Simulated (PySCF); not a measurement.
He: excitation energy

He 1s2 (1S) → He 1s1 2p1 (3P), as a difference of total energies. Computed with PySCF 2.14 in aug-cc-pV5Z, with no relativity, point nucleus. Correlated levels: valence: nothing frozen. The calculations carry no spin-orbit coupling.

```
           method  excitation energy (eV)
              UHF                  21.501
              LDA                  21.839
              PBE                  21.838
             PBE0                  21.938
           r2SCAN                  22.217
           PBEsol                  21.680
             PW91                  21.925
           M06-2X                  22.548
          r2SCANh                  22.230
    MP2 (valence)                  22.422
SCS-MP2 (valence)                  22.670
```

Errors of the correlated levels include the incompleteness of this basis.

The promoted electron is Rydberg-like, and one or two diffuse shells describe it only roughly, which tends to raise the upper state.

In the upper state the promoted electron has a positive orbital energy at LDA, PBE, r2SCAN, PBEsol, PW91, r2SCANh, so the basis confines it.

Which method comes closest to the reference value, and which is furthest?

The reference is 20.964 eV (measured; NIST levels, between the centres of gravity of the two terms). Closest: UHF (error 0.537 eV); furthest: SCS-MP2 (valence) (error 1.706 eV).
